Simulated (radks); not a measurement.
Problem. Species: Zr III. Configuration: [Kr] 4d1 5f1 (not the ground configuration). All-electron calculation, Dirac Kohn-Sham, PBE, spin-unpolarised, spherical densities, point nucleus; open shells are shared between the two j in proportion to 2j + 1. Program: a radial shooting solver on a logarithmic mesh with Libxc functionals.

Spin-orbit splittings of the eigenvalues, e(l+1/2) - e(l-1/2), with zeta = 2 splitting/(2l+1) and mean radii in bohr:

| shell | occ. | splitting (eV) | zeta (eV) | <r> j=l-1/2 | <r> j=l+1/2 |
|---|---|---|---|---|---|
| 2p | 6 | 85.86 | 57.24 | 0.1387 | 0.1430 |
| 3p | 6 | ? | ? | 0.4548 | 0.4653 |
| 3d | 10 | 2.499 | 0.9996 | 0.4502 | 0.4538 |
| 4p | 6 | 1.839 | 1.226 | 1.323 | 1.351 |
| 4d | 1 | 0.1846 | 0.07382 | 1.843 | 1.855 |
| 5f | 1 | 0.0003583 | 0.0001024 | 9.200 | 9.201 |

Estimate the 3p splitting.

Solution. 13.67 eV (zeta = 9.116 eV).
